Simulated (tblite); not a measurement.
Question: Give a GFN2-xTB geometry of `C#CC1=PC(C)=C(C#N)C=P1`.

Answer: 
```xyz
16
C8H5NP2 angstrom
C      4.3979    0.1848   -0.5775
C      3.2123    0.2929   -0.4012
C      1.8223    0.4096   -0.1916
P      1.2539    2.0445    0.0914
C     -0.4438    1.8082    0.3103
C     -1.1771    0.6253    0.2669
C     -2.5714    0.7752    0.4870
N     -3.6943    0.9214    0.6670
C     -0.7003   -0.6667    0.0360
C     -1.6815   -1.8044    0.0341
P      0.9604   -1.1141   -0.2542
H      5.4316    0.0968   -0.7317
H     -1.0063    2.7145    0.5092
H     -2.4333   -1.6648   -0.7435
H     -2.2073   -1.8637    0.9876
H     -1.1707   -2.7503   -0.1421
```

Orientation and origin are arbitrary. Atoms count from 1 in this order. Of the pairs four or more bonds apart, C7···H15 is among the closest relative to their van der Waals radii: 2.71 Å, 93 % of the sum of Bondi's values. P11 (phosphorus bonded to 2 C) is bent (angle 103.9°). The C–P distances run from 1.728 Å (P4–C5, aromatic) to 1.754 Å (C3–P4, aromatic), a spread of 0.026 Å. P4 (phosphorus bonded to 2 C) is bent (angle 102.2°).

Bonds between heavy atoms (Å): C1≡C2 1.203, C2–C3 1.411, C3–P4 1.754, P4–C5 1.728, C5–C6 1.392, C6–C7 1.420, C7≡N8 1.147, C6–C9 1.396, C9–C10 1.502, C9–P11 1.744, C3–P11 1.752.

Computed geometry: GFN2-xTB, gas phase.

Point group: Cs (every atom within 0.08 Å of its image). Its GFN2-xTB frequencies are all real (lowest 49 cm⁻¹).
